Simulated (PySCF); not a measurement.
# What a mistake does to a calculation on B2GeH7N

Calculated results; nothing here was measured. The program is PySCF 2.14.0, an open-source quantum chemistry code, run on an isolated molecule that a program drew, which may never have been made. The molecule is B2GeH7N (charge 0, singlet), drawn as the SMILES string `[BH2][GeH]([BH2])[NH2]`.

Each row is a Hartree-Fock (HF) and frozen-core CCSD(T) single point in the cc-pVDZ basis, meant for a local HF minimum. Run 1 is clean. Each other run has one planted mistake out of seven kinds, and not every kind appears here: one electron removed, one electron added, multiplicity raised by two, geometry at a saddle point, minimal basis STO-3G, one bond length entered in bohr, all coordinates scaled. The reference is restricted for singlets and unrestricted otherwise, and also for a bond in bohr. Adding or removing an electron swaps singlet and doublet. Electrons count all cores. HOMO and LUMO are orbital energies over both spins, the gradient is its largest component, and the lowest frequency (negative if imaginary) is given only where the gradient is small. Bond lengths are over the 10 bonds as drawn. T1 is the CCSD diagnostic: over 0.02 (restricted) or 0.045 (unrestricted) a single reference is doubtful. Germanium has the cc-pVDZ-PP basis, with a core potential (ECP10MDF) in place of its 10 inner electrons, and its 3s, 3p and 3d shells are frozen in CCSD(T).

Geometry of the clean run:
```xyz
11
B2GeH7N, angstrom
B    -0.5939    0.2733   -0.1747
Ge    0.4846   -0.6986    1.3335
B     2.4743   -0.9709    0.7765
N    -0.2014   -2.3345    1.9017
H    -0.2456    1.3552   -0.5620
H    -1.5689   -0.2131   -0.6796
H     0.4288    0.2176    2.5737
H     3.2201   -0.0335    0.7159
H     2.9019   -2.0523    0.4816
H    -1.1814   -2.3092    2.1296
H    -0.0752   -3.0707    1.2268
```

```
run  electrons  basis functions  <S^2>  HOMO (eV)  LUMO (eV)  gradient (hartree/bohr)  lowest frequency (cm^-1)  mean bond (Å)  longest bond (Å)      T1  HF (hartree)  CCSD(T) (hartree)                          mistake
  1         56              100  0.000      -9.66       1.02                  2.5e-05                       101         1.4397             2.094  0.0129    -401.21426         -401.71917                         no fault
  2         57              100  0.801      -0.55       5.92                  2.5e-02                         -         1.4397             2.094  0.0442    -401.20120         -401.73545               one electron added
  3         56              100  0.653      -9.34       0.72                  2.0e-02                         -         1.5464             2.266  0.0585    -401.09471         -401.60030  one bond length entered in bohr
  4         56              100  2.045      -7.11      -1.23                  4.5e-02                         -         1.4397             2.094  0.0338    -401.11173         -401.61835                                ?
  5         55              100  0.771     -15.33      -5.69                  6.6e-02                         -         1.4397             2.094  0.0449    -400.93004         -401.40089                                ?
```

**Which mistake was planted in run 4, and what did it cost?**

Electrons, basis and geometry are unchanged, and <S^2> is 2.045, beside S(S+1) = 2.00 for a multiplicity of 3. So the mistake is: multiplicity raised by two. Subtracting run 1 and multiplying by 627.51 kcal/mol a hartree, the energy moved by 64.3 kcal/mol in HF and 63.3 kcal/mol in CCSD(T).

**Which mistake was planted in run 5, and what did it cost?**

It counts 55 electrons, one fewer than the clean run, at the same geometry and basis. So the mistake is: one electron removed. Subtracting run 1 and multiplying by 627.51 kcal/mol a hartree, the energy moved by 178.4 kcal/mol in HF and 199.7 kcal/mol in CCSD(T).

Cautions from the logs. Run 3: T1 is over the limit, so its CCSD(T) energy is less reliable.
